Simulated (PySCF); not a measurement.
Species: C2H9GeN.
Bonds: C1–N2, N2–Ge3, Ge3–C4. Hydrogens: H5, H6, H7 on C1; H8 on N2; H9, H10 on Ge3; H11, H12, H13 on C4.

A GFN2-xTB structure was refined with PBE0-D3(BJ)/def2-SVP geometry optimisation, gas phase (PySCF). Its GFN2-xTB values:

| coordinate | GFN2-xTB |
| --- | --- |
| C1–N2 | 1.450 Å |
| C1–H5 | 1.117 Å |
| N2–Ge3 | 1.839 Å |
| N2–H8 | 1.015 Å |
| Ge3–C4 | 1.940 Å |
| Ge3–H9 | 1.500 Å |
| Ge3–H10 | 1.505 Å |
| C4–H11 | 1.097 Å |
| C1–N2–Ge3 | 123.2° |
| C1–N2–H8 | 107.6° |
| N2–C1–H5 | 107.1° |
| N2–Ge3–H9 | 102.0° |
| Ge3–N2–H8 | 115.6° |
| C4–Ge3–H9 | 114.4° |
| H11–C4–H12 | 105.3° |
| H12–C4–H13 | 105.0° |
| C1–N2–Ge3–C4 | -57° |

How do these coordinates change at the PBE0-D3(BJ)/def2-SVP level?

```csv
coordinate,PBE0-D3(BJ)/def2-SVP (Å or °),change
Ge3–H10,1.555,+0.050
Ge3–H9,1.542,+0.042
C1–H5,1.102,-0.015
Ge3–C4,1.948,+0.008
C1–N2,1.444,-0.006
C4–H11,1.099,+0.002
N2–Ge3,1.839,0.000
N2–H8,1.015,0.000
C1–N2–H8,112.3,+4.7
H11–C4–H12,109.0,+3.7
N2–Ge3–H9,105.6,+3.6
H12–C4–H13,108.1,+3.1
N2–C1–H5,110.0,+2.9
C1–N2–Ge3,120.4,-2.8
C4–Ge3–H9,111.9,-2.5
Ge3–N2–H8,113.3,-2.3
C1–N2–Ge3–C4,-66,-9
```

The energy falls by 3.1 kcal/mol over 9 energy and gradient evaluations, the largest force component goes from 0.0383 to 2.6e-04 Eh/bohr, and the atoms move by 0.114 Å rms after alignment. The bond that changes most is Ge3–H10 (ends: germanium bonded to C, N and 2 H; Ge–H hydrogen), which lengthens by 0.050 Å. Bonds longer at the end by more than 0.005 Å: 6 of 12; shorter: 3. Among the dihedrals that turn most is H8–N2–Ge3–H10, from -70° to -81°. Rotational constants go from 7533, 3158, 2447 to 7664, 3118, 2472 MHz.

The run used 119 basis functions and 55 SCF cycles in all.

No frequency check. One conformer, not necessarily the lowest.
